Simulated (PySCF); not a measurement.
A structure optimised at TPSSh-D3(BJ)/def2-SVP, used in a PySCF frequency run:

```
C
N 1 1.3537
H 2 1.0245 1 119.42
C 2 1.3572 3 118.95 1 180.00
N 4 1.3125 2 122.11 3 180.00
C 5 1.3418 4 118.23 2 0.00
C 1 1.3849 2 118.10 3 180.00
H 7 1.0907 1 120.71 2 180.00
H 1 1.0914 2 117.37 3 0.00
H 4 1.0941 5 120.71 6 180.00
H 6 1.0945 5 116.41 4 180.00
```
Charge +1, spin multiplicity 1.

Task: Write its SMILES, formula and point group.

Result: c1cnc[nH+]c1, C₄H₅N₂, Cs

Task: What are its rotational constants (standard atomic weights)?

Result: 5.9994, 5.8786, 2.9692 GHz
